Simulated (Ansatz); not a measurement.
Species: PtH, net charge 0, doublet state. SMILES: [PtH]
Geometry from a B3LYP-D3(BJ)/def2-TZVP (Ansatz, a first-principles code) optimisation:
```xyz
2

Pt     0.0000     0.0000    -0.0194
H      0.0000     0.0000     1.5122
```
Charge 0, spin multiplicity 2.

Quantity: atomisation energy, in kcal/mol. Conventions: def2 sets with scalar-relativistic core potentials past Kr; spin-orbit terms left out; open shells spin-unrestricted; valence correlation only (noble-gas shells and the d and f shells of earlier blocks); atomisation electronic, to ground-state atoms; LANL2DZ with its own core potentials from Na on; six Cartesian d functions in 6-31G* and its kin unless marked 5d. First-principles rows: single points at B3LYP-D3(BJ) geometries (Ansatz). The Hartree-Fock reference of [PtH] (PtH) is unstable towards a lower, spin-broken solution. The spin state of an ion or metal species was assumed, not searched.

| level | program | atomisation energy (kcal/mol) |
|---|---|---|
| PBE/LANL2DZ | Ansatz | 82.3 |
| PBE/def2-SVP | Ansatz | 83.0 |
| PBE/6-31G* with LANL2DZ past Ar | Ansatz | 81.1 |
| BLYP/6-31G* with LANL2DZ past Ar | Ansatz | 80.3 |
| B3LYP/LANL2DZ | Ansatz | 79.0 |
| B3LYP/def2-SVP | Ansatz | 79.2 |
| B3LYP/6-31G* with LANL2DZ past Ar | Ansatz | 77.9 |
| MP2/LANL2DZ | Ansatz | 61.0 |
| MP2/6-31G* with LANL2DZ past Ar | Ansatz | 60.2 |
| PBE/def2-TZVPD | Ansatz | 83.7 |

No value to compare with is used here. The 9 habitual levels span 60.2 (MP2/6-31G* with LANL2DZ past Ar) to 83.0 kcal/mol (PBE/def2-SVP); PBE/def2-TZVPD gives 83.7.

The levels are drawn from those run, B3LYP/6-31G* more often than the rest, none by its result; left out are runs that failed, that the program found above a lower state of the same kind, or whose <S^2> lies over 0.5 above the pure value.
